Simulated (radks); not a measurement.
Results of a calculation; reference values are marked as such.
Species: Cs I. Configuration: [Xe] 6s1.

Level of theory: scalar-relativistic Kohn-Sham, BLYP, spin-unpolarised, spherical densities, point nucleus (a radial shooting solver on a logarithmic mesh with Libxc functionals).

Energy parts (Ry):
part                       energy
total                 -15575.2583
kinetic                16411.5029
electron-nucleus      -37690.4638
Hartree                 6089.0728
exchange-correlation    -385.3701

Orbitals (lengths in bohr, moments of r in powers of bohr; <r^-3> diverges for s and p1/2; r(max) is where P^2 peaks; r(90%) holds 90 % of the orbital's charge):
\begin{tabular}{lrrrrrr}
orbital & occ. & eigenvalue (Ry) & r(90%) & <1/r> & <r^-3> & r(max) \\ \hline
1s & 2 & -2631.619 & 0.0470 & 59.40 & - & 0.01678 \\
2s & 2 & -412.7826 & 0.173 & 13.64 & - & 0.09488 \\
2p & 6 & -370.3020 & 0.160 & 13.00 & 6590 & 0.07617 \\
3s & 2 & -85.78122 & 0.439 & 4.916 & - & 0.2725 \\
3p & 6 & -72.11413 & 0.445 & 4.667 & 1283 & 0.2666 \\
3d & 10 & -52.04878 & 0.429 & 4.423 & 176.7 & 0.2203 \\
4s & 2 & -16.16139 & 1.000 & 2.018 & - & 0.6424 \\
4p & 6 & -11.79186 & 1.08 & 1.855 & 262.9 & 0.6727 \\
4d & 10 & -5.43504 & 1.27 & 1.583 & 28.50 & 0.7205 \\
5s & 2 & -1.94790 & 2.52 & 0.7559 & - & 1.540 \\
5p & 6 & -0.97405 & 3.11 & 0.6218 & 31.12 & 1.777 \\
6s & 1 & -0.14816 & 8.40 & 0.2232 & - & 4.657 \\
6p & 0 & -0.04663 & 12.9 & 0.1484 & 1.310 & 6.781 \\
\end{tabular}

The highest occupied level is 6s at -2.016 eV. Summed over all electrons, <r^2> = 87.81 bohr^2, which gives a Langevin (diamagnetic) susceptibility term of -69.5 x 10^-6 cm^3/mol. The density falls to 0.001 e/bohr^3 at r = 4.76 bohr.
